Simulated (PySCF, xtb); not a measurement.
silene (CH4Si), SMILES [SiH2]=C.

Geometry: B3LYP-D3(BJ)/def2-TZVP.

Calculation: C-PCM-ωB97X/def2-SVP run with PySCF.

The values are the electrostatic part of the solvation free energy, E(continuum) − E(gas) at the gas-phase geometry, in a cavity of scaled van der Waals radii (PySCF's table); cavitation and dispersion terms are not included. In vacuum the orbital gap is 9.90 eV. The dipole moment in vacuum is 0.77 D.

Computed values in water (ε = 78.36), N,N-dimethylformamide (ε = 37.22), toluene (ε = 2.37):
```tsv
solvent	ε	ΔG(elec) (kcal/mol)	dipole (D)	gap (eV)
water	78.36	-1.4	1.15	9.99
N,N-dimethylformamide	37.22	-1.4	1.14	9.99
toluene	2.37	-0.8	0.96	9.94
```

For comparison, GFN2-xTB/ALPB(water) (xtb, at the GFN2-xTB geometry, all terms of that model) gives 1.5 kcal/mol.
